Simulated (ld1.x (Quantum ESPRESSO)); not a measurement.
# Reading a pseudo-wave (Mn (Z = 25))

Columns: radius, all-electron u(r) and pseudo u(r) of the 4p shell (level -1.35 eV) of manganese in the configuration [Ne] 3s2 3p6 3d5 4s2 4p0; revPBE, scalar-relativistic, PAW scheme, ld1.x (Quantum ESPRESSO) 7.5.

```tsv
r (bohr)	all-electron	pseudo
0.135	0.1001	-0.0381
0.270	0.0318	-0.1344
0.405	-0.0844	-0.2444
0.540	-0.1563	-0.3192
0.675	-0.1725	-0.3286
0.810	-0.1474	-0.2726
0.945	-0.0983	-0.1762
1.080	-0.0377	-0.0721
1.215	0.0263	0.0175
1.350	0.0888	0.0881
1.485	0.1474	0.1474
1.620	0.2010	0.2010
1.755	0.2491	0.2491
1.890	0.2918	0.2918
2.025	0.3293	0.3293
2.160	0.3619	0.3619
2.295	0.3898	0.3898
2.430	0.4134	0.4134
2.565	0.4330	0.4330
2.700	0.4489	0.4489
2.835	0.4614	0.4614
2.970	0.4706	0.4706
3.105	0.4771	0.4771
3.240	0.4810	0.4810
3.375	0.4826	0.4826
3.510	0.4821	0.4821
```

Problem. How many radial nodes do the two functions have?

Solution. The all-electron 4p function has n − l − 1 = 2; the pseudo-wave has 1, since 1 lower shell of the same l stays in the valence.

Problem. At about which radius was the pseudo-wave matched?

Solution. 1.50 bohr, where the columns begin to agree (steps of 0.14 bohr).

Problem. Is the pseudo-wave norm-conserving?

Solution. No, it belongs to a PAW set: the norm inside the radius is not constrained, and the difference is carried by the augmentation charge.
